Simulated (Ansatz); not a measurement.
A made-up structure of CH$_{5}$BGe, closed shell:

```
8
angstrom
B -0.9638 0.4231 -0.4853
C 0.0969 1.0098 0.3375
Ge 0.2571 -1.1129 -0.4370
H -2.1493 0.4706 -0.4508
H 0.2186 -2.5617 -0.8608
H 1.1489 1.0882 0.0680
H -0.0294 -2.3636 0.4198
H 1.7631 -1.0437 -0.7225
```

It is relaxed with PBE-D4/def2-SVP and then PBE0-D4/def2-TZVP (Ansatz 0.2.0). Atoms count as bonded within 1.22 times the sum of their covalent radii (H–H: 0.88 Å). The end point is not checked to be a true minimum.

(1) Does its bonding change? (A judgement: the text doesn't fix the answer.)

Results:

(1) Computed: Yes. Formed: none; broken: B1–Ge3.

Where it ends: The first stage lowers the energy by 3.83 eV in 13 steps. It ends as CH₅BGe ([BH][CH][GeH3]):
B1  (-1.144, 0.625, -0.535)
C2  (0.062, 0.484, 0.080)
Ge3  (0.612, -1.359, -0.239)
H4  (-2.175, 0.628, -1.100)
H5  (-0.470, -2.074, -1.070)
H6  (0.731, 1.105, 0.656)
H7  (0.786, -2.104, 1.097)
H8  (1.939, -1.394, -1.019)
(Å)

Labels in which every atom is bracketed show which atoms are joined, not bond orders.

For scale, one of the runs: PBE0-D4/def2-TZVP relaxation, 140 basis functions, launched by `ansatz run in.yaml --threads 2 --pin off --events-out ev --progress --plain --max-ram 4352MiB`. Hardware: 2 CPU threads of an Arm Neoverse V2, shared host. Wall time about 21 s.
